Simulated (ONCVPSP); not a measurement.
**Reading a pseudo-wave (Pm)**

Columns: radius, all-electron u(r) and pseudo u(r) of the 5d shell (level -8.76 eV) of promethium in the configuration [Kr] 4d10 4f4 5s2 5p6 5d1 6s1; LDA (Perdew-Wang 92), scalar-relativistic, ONCV scheme, ONCVPSP 4.0.1.

```
r (bohr)  all-electron  pseudo
   0.165        0.1829  0.0022
   0.330       -0.1107  0.0167
   0.495       -0.2878  0.0525
   0.660       -0.2145  0.1131
   0.825       -0.0293  0.1956
   0.990        0.1694  0.2921
   1.155        0.3393  0.3918
   1.320        0.4690  0.4839
   1.485        0.5598  0.5600
   1.650        0.6177  0.6154
   1.815        0.6495  0.6490
   1.980        0.6614  0.6628
   2.145        0.6585  0.6608
   2.310        0.6451  0.6470
   2.475        0.6242  0.6254
   2.640        0.5983  0.5988
   2.805        0.5692  0.5693
   2.970        0.5382  0.5382
   3.135        0.5064  0.5064
   3.300        0.4744  0.4744
   3.465        0.4428  0.4428
   3.630        0.4120  0.4120
   3.795        0.3822  0.3822
   3.960        0.3536  0.3536
   4.125        0.3263  0.3263
   4.290        0.3005  0.3005
```

Task: How many radial nodes do the two functions have?

Result: The all-electron 5d function has n − l − 1 = 2; the pseudo-wave has 0, since the states of the same l below it are removed with the core.

Task: At about which radius was the pseudo-wave matched?

Result: 3.30 bohr. The columns agree to 0.0005 from 2.64 bohr on; several derivatives are matched, so the curves merge somewhat inside the radius.

Task: Is the pseudo-wave norm-conserving?

Result: Yes: the ONCV scheme keeps the norm inside the radius equal to the all-electron one, which fixes the energy derivative of the logarithmic derivative at the level.
